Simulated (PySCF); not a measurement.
**Question.** Write Cartesian coordinates for `C#CC1=CC=[C]C=C1C=C` [radical] as optimised with PBE0-D3(BJ)/def2-SVP. (Doublet state.)

**Answer.** 
```xyz
17
C10H7 angstrom
C     -1.1963    2.9493    0.0967
C     -0.4739    1.9741    0.0712
C      0.4075    0.8490    0.0433
C      1.7939    1.0884    0.0868
C      2.7074    0.0358    0.0641
C      2.1665   -1.2307   -0.0023
C      0.8324   -1.5366   -0.0478
C     -0.0971   -0.4768   -0.0251
C     -1.5442   -0.7094   -0.0707
C     -2.1604   -1.8962   -0.1293
H     -1.8385    3.8099    0.1196
H      2.1458    2.1211    0.1393
H      3.7837    0.2206    0.0977
H      0.4860   -2.5715   -0.1011
H     -2.1550    0.1983   -0.0534
H     -1.6211   -2.8472   -0.1491
H     -3.2505   -1.9539   -0.1598
```

Any rigid rotation of these coordinates is as good. Atoms count from 1 in this order. C4 (carbon bonded to 2 C and H) is planar (angles 121.1°, 120.2° and 118.7°, sum 360.0°, 0.00 Å off the plane of its three neighbours). The 6-membered ring C3–C4–C5–C6–C7–C8 has internal angles of 115.9° to 126.1°; it is planar, 0.00 Å rms from its mean plane, widest ring torsion 0°. C9 (carbon bonded to 2 C and H) is planar (angles 126.6°, 118.6° and 114.8°, sum 360.0°, 0.00 Å off the plane of its three neighbours). C5 (carbon bonded to 2 C and H) is planar (angles 122.9°, 121.2° and 115.9°, sum 360.0°, 0.00 Å off the plane of its three neighbours).

Bonds between heavy atoms (Å): C1≡C2 1.214, C2–C3 1.430, C3–C4 1.408, C4–C5 1.394, C5–C6 1.379, C6–C7 1.369, C7–C8 1.410, C8–C9 1.466, C9=C10 1.339, C3–C8 1.420.

Method: PBE0-D3(BJ)/def2-SVP geometry optimisation, gas phase (PySCF).

Point group: Cs (tolerance 0.08 Å). PBE0-D3(BJ)/def2-SVP frequencies: not computed here. ⟨S²⟩ = 0.763 (exact for a doublet: 0.75). Torsions: C7–C8–C9–C10 0°.

On one thread of an x86-64 server, on a shared host, this took 1.7 min. This is the geometry optimisation.

One conformer stands for the species.
